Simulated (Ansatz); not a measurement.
Born–Oppenheimer molecular dynamics of C2H9NSi (13 atoms, charge 0, multiplicity 1). It starts from a rough guess of a transition structure, not a stationary point.

Computed with UKS B3LYP/STO-3G in Ansatz 0.2.0.

```json
{"ensemble": "NVE (velocity Verlet)", "time step": "0.5 fs", "steps asked": "150", "starting velocities drawn for": "300 K", "seed": "253477"}
```

Frames 0.5 fs apart, positions in Å.

Velocities at 50 fs (Å/ps):

```
Si 7.79 11.14 3.50
N -3.73 -7.30 -16.31
C -4.19 -7.13 -1.40
H -47.24 -42.12 43.24
H 9.02 -1.79 17.66
C -2.49 -2.03 0.05
H -18.72 -1.86 44.12
H -19.64 -39.44 49.73
H 0.66 35.57 -34.11
H 5.51 -48.40 0.90
H -9.23 8.79 3.15
H -0.65 -7.87 10.57
H -5.17 -2.66 9.89
```

```xyz
13
Properties=species:S:1:pos:R:3 time_fs=50 energy_less_start_eV=-1.112 T=1078
Si -0.159 0.271 -0.240
N 1.409 1.313 -0.077
C -2.043 -0.108 0.372
H -2.477 0.041 1.477
H -0.760 0.723 -1.476
C 0.414 -1.442 -0.525
H 1.388 2.247 0.432
H 2.211 0.926 0.516
H -2.622 0.532 -0.242
H -2.165 -1.149 0.251
H 0.693 -1.872 0.448
H -0.215 -2.171 -1.048
H 1.331 -1.375 -1.045
13
Properties=species:S:1:pos:R:3 time_fs=50.5 energy_less_start_eV=-1.060 T=1042
Si -0.155 0.276 -0.239
N 1.407 1.309 -0.086
C -2.045 -0.111 0.372
H -2.499 0.020 1.495
H -0.754 0.722 -1.468
C 0.413 -1.444 -0.525
H 1.377 2.247 0.453
H 2.200 0.905 0.540
H -2.623 0.550 -0.260
H -2.163 -1.175 0.250
H 0.688 -1.868 0.449
H -0.216 -2.175 -1.042
H 1.330 -1.377 -1.042
13
Properties=species:S:1:pos:R:3 time_fs=51 energy_less_start_eV=-0.985 T=990
Si -0.151 0.282 -0.237
N 1.405 1.305 -0.093
C -2.047 -0.114 0.373
H -2.516 -0.001 1.507
H -0.747 0.723 -1.461
C 0.411 -1.445 -0.525
H 1.363 2.244 0.473
H 2.186 0.882 0.563
H -2.626 0.568 -0.280
H -2.162 -1.203 0.246
H 0.683 -1.865 0.451
H -0.218 -2.177 -1.037
H 1.333 -1.379 -1.041
13
Properties=species:S:1:pos:R:3 time_fs=51.5 energy_less_start_eV=-0.903 T=933
Si -0.148 0.288 -0.235
N 1.403 1.302 -0.101
C -2.048 -0.117 0.374
H -2.529 -0.021 1.511
H -0.737 0.726 -1.456
C 0.411 -1.446 -0.524
H 1.347 2.240 0.490
H 2.169 0.858 0.583
H -2.630 0.583 -0.300
H -2.161 -1.230 0.240
H 0.677 -1.863 0.453
H -0.221 -2.178 -1.032
H 1.340 -1.381 -1.043
13
Properties=species:S:1:pos:R:3 time_fs=52 energy_less_start_eV=-0.838 T=888
Si -0.145 0.293 -0.234
N 1.402 1.298 -0.108
C -2.050 -0.119 0.377
H -2.537 -0.040 1.507
H -0.726 0.731 -1.452
C 0.410 -1.448 -0.523
H 1.328 2.233 0.504
H 2.148 0.833 0.600
H -2.634 0.594 -0.318
H -2.160 -1.255 0.232
H 0.672 -1.861 0.455
H -0.225 -2.178 -1.027
H 1.350 -1.385 -1.048
13
Properties=species:S:1:pos:R:3 time_fs=52.5 energy_less_start_eV=-0.810 T=869
Si -0.142 0.299 -0.232
N 1.400 1.295 -0.114
C -2.052 -0.122 0.381
H -2.541 -0.057 1.496
H -0.714 0.737 -1.451
C 0.409 -1.449 -0.522
H 1.308 2.222 0.514
H 2.123 0.809 0.613
H -2.637 0.600 -0.334
H -2.160 -1.275 0.221
H 0.666 -1.861 0.457
H -0.230 -2.178 -1.022
H 1.361 -1.389 -1.053
13
Properties=species:S:1:pos:R:3 time_fs=53 energy_less_start_eV=-0.831 T=884
Si -0.139 0.304 -0.230
N 1.399 1.292 -0.119
C -2.054 -0.124 0.384
H -2.540 -0.073 1.477
H -0.701 0.745 -1.452
C 0.409 -1.451 -0.521
H 1.286 2.208 0.521
H 2.094 0.785 0.622
H -2.638 0.602 -0.345
H -2.160 -1.289 0.208
H 0.660 -1.862 0.460
H -0.235 -2.176 -1.018
H 1.373 -1.394 -1.060
13
Properties=species:S:1:pos:R:3 time_fs=53.5 energy_less_start_eV=-0.899 T=931
Si -0.136 0.310 -0.229
N 1.398 1.288 -0.124
C -2.056 -0.127 0.389
H -2.535 -0.088 1.453
H -0.686 0.754 -1.456
C 0.410 -1.452 -0.519
H 1.262 2.191 0.524
H 2.061 0.763 0.626
H -2.639 0.597 -0.353
H -2.159 -1.296 0.194
H 0.655 -1.864 0.463
H -0.242 -2.174 -1.015
H 1.385 -1.400 -1.067
13
Properties=species:S:1:pos:R:3 time_fs=54 energy_less_start_eV=-0.993 T=995
Si -0.134 0.315 -0.227
N 1.397 1.285 -0.129
C -2.058 -0.129 0.393
H -2.527 -0.100 1.424
H -0.672 0.765 -1.462
C 0.410 -1.454 -0.518
H 1.239 2.170 0.523
H 2.026 0.742 0.627
H -2.637 0.587 -0.357
H -2.159 -1.296 0.179
H 0.649 -1.867 0.467
H -0.250 -2.170 -1.012
H 1.394 -1.407 -1.073
13
Properties=species:S:1:pos:R:3 time_fs=54.5 energy_less_start_eV=-1.082 T=1057
Si -0.132 0.320 -0.226
N 1.397 1.282 -0.132
C -2.060 -0.131 0.397
H -2.517 -0.110 1.394
H -0.656 0.778 -1.470
C 0.412 -1.455 -0.517
H 1.214 2.148 0.519
H 1.988 0.722 0.624
H -2.634 0.571 -0.356
H -2.158 -1.290 0.162
H 0.644 -1.871 0.471
H -0.259 -2.166 -1.009
H 1.401 -1.415 -1.079
13
Properties=species:S:1:pos:R:3 time_fs=55 energy_less_start_eV=-1.135 T=1093
Si -0.130 0.325 -0.224
N 1.396 1.279 -0.135
C -2.062 -0.134 0.401
H -2.506 -0.118 1.365
H -0.641 0.792 -1.479
C 0.414 -1.456 -0.515
H 1.190 2.124 0.513
H 1.949 0.704 0.618
H -2.630 0.550 -0.350
H -2.156 -1.276 0.145
H 0.639 -1.876 0.475
H -0.269 -2.160 -1.007
H 1.405 -1.424 -1.083
13
Properties=species:S:1:pos:R:3 time_fs=55.5 energy_less_start_eV=-1.132 T=1091
Si -0.129 0.330 -0.223
N 1.396 1.276 -0.138
C -2.064 -0.137 0.405
H -2.496 -0.124 1.340
H -0.625 0.807 -1.489
C 0.416 -1.458 -0.514
H 1.166 2.099 0.505
H 1.910 0.687 0.609
H -2.624 0.525 -0.341
H -2.154 -1.256 0.127
H 0.635 -1.881 0.479
H -0.278 -2.154 -1.005
H 1.406 -1.434 -1.086
```

Of the whole run (75 fs, mean temperature of the second half 1063 K): The conserved energy stayed within 1.1 meV per atom of its start (net change -0.35 meV per atom), so the integration is sound. The kinetic energy rose, since the run started high on the potential surface and went downhill. A run of 0.075 ps of so small a system gives no equilibrium averages. The orbitals were unrestricted but ended closed-shell. Limits of this set-up: minimal basis.

The run took 3.7 min on 1 thread of Intel(R) Xeon(R) Platinum 8559C (Emerald Rapids) (shared host), peak memory 0.14 GiB.
